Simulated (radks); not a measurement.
The nuclear charge of the silver ion Ag+ is varied continuously with 46 electrons held in [Kr] 4d10. All-electron calculation, scalar-relativistic Kohn-Sham, PBE, spin-polarised, spherical densities, point nucleus. Program: a radial shooting solver on a logarithmic mesh with Libxc functionals. By the Hellmann-Feynman theorem dE/dZ = E(electron-nucleus)/Z, the electronic potential at the nucleus. The scalar-relativistic energy here is not variational (the density holds large components alone), so the two differ by a part that grows with Z.

Z     E (hartree)  E(electron-nucleus)/Z (hartree)  HOMO  e(HOMO) (eV)  <r> HOMO (bohr)
46    -5045.89144                         -265.073    4d        -4.048            1.590
46.2  -5099.21602                         -266.681    4d        -6.059            1.541
46.4  -5152.86446                         -268.288    4d        -8.236            1.496
46.6  -5206.83640                         -269.893    4d       -10.565            1.457
46.8  -5261.13158                         -271.496    4d       -13.036            1.420
47    -5315.74980                         -273.099    4d       -15.639            1.387
47.2  -5370.69094                         -274.701    4d       -18.368            1.356
47.4  -5425.95492                         -276.303    4d       -21.217            1.328
47.6  -5481.54170                         -277.904    4d       -24.183            1.301
47.8  -5537.45129                         -279.506    4d       -27.259            1.276
48    -5593.68372                         -281.107    4d       -30.444            1.252

The central difference of E at Z = 47 is -273.898 hartree, to compare with the third column; the second derivative is -8.07 hartree.
